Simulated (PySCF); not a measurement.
A side-by-side comparison of computed properties.

First species: C₇H₄FNO.
Geometry (GFN2-xTB, Å), atoms numbered from 1 in this order:
```xyz
14
C7H4FNO angstrom
N      2.1163    1.2947    2.1902
C      1.4869    0.8253    1.3579
C      0.6879    0.2442    0.3386
C      1.0450   -1.0968   -0.2799
C     -0.1711   -1.6098   -0.1116
C     -0.7401   -0.3743    0.5353
C     -1.3029    0.6232   -0.4985
F     -2.0202    0.0866   -1.5266
C      0.1135    1.1189   -0.7920
O      0.6029    1.8647   -1.5736
H      1.9658   -1.4158   -0.7271
H     -0.6402   -2.5368   -0.3767
H     -1.2359   -0.4476    1.4968
H     -1.9086    1.4231   -0.0549
```

Second species: C₆H₈OSi.
SMILES: `[SiH3]OC=C1C=CC=C1`

Levels: CAM-B3LYP/def2-SVPD for dipole moment, HOMO energy, LUMO energy, HOMO–LUMO gap, static isotropic polarisability and electronic spatial extent ⟨r²⟩ about the centre of nuclear charge; TDDFT CAM-B3LYP/def2-SVPD for lowest singlet excitation; TDA CAM-B3LYP/def2-SVPD for lowest triplet excitation (Tamm–Dancoff); GFN2-xTB for rotational constant A and rotational constant C. Geometries: GFN2-xTB. All species are isolated and taken at one optimised geometry, non-relativistic unless stated; the electronic structure was computed with PySCF and density fitting.

The conformers computed, where there is a choice (atom-mapped SMILES and torsion angles):
- `[SiH3:1][O:2][CH:3]=[C:4]1[CH:5]=[CH:6][CH:7]=[CH:8]1`: Si1–O2–C3–C4 1°

```tsv
property	column X	column Y
dipole moment	4.14 D	1.33 D
HOMO energy	-9.24 eV	-7.49 eV
LUMO energy	-0.90 eV	-0.52 eV
HOMO–LUMO gap	8.34 eV	6.97 eV
lowest singlet excitation	3.95 eV	3.81 eV
lowest triplet excitation (Tamm–Dancoff)	3.41 eV	2.60 eV
static isotropic polarisability	78.9 au	101.7 au
electronic spatial extent ⟨r²⟩ about the centre of nuclear charge	1188 bohr²	1354 bohr²
rotational constant A	2.292 GHz	4.725 GHz
rotational constant C	0.999 GHz	0.828 GHz
```

(1) Which column belongs to which species?

(2) How does each property change from the first species to the second?

## Answers

(1) Column X is the first species and column Y the second. The first has 14 atoms and 70 electrons, the second 16 and 66.

(2) dipole moment -2.81 D; HOMO energy +1.75 eV; LUMO energy +0.38 eV; HOMO–LUMO gap -1.37 eV; lowest singlet excitation -0.14 eV; lowest triplet excitation (Tamm–Dancoff) -0.81 eV; static isotropic polarisability +22.8 au; electronic spatial extent ⟨r²⟩ about the centre of nuclear charge +166 bohr²; rotational constant A +2.433 GHz; rotational constant C -0.171 GHz.

On the first: In wavenumbers S1 is 31900 cm⁻¹ (1 eV = 8065.54 cm⁻¹). The principal polarisabilities are 68.6, 76.0 and 92.2 au; their mean is the isotropic value.

On the second: In atomic units the dipole is 0.52 e·bohr (1 au = 2.5417 D). A dipole of 1.33 D is allowed in Cs, and pure rotational transitions are dipole-allowed.
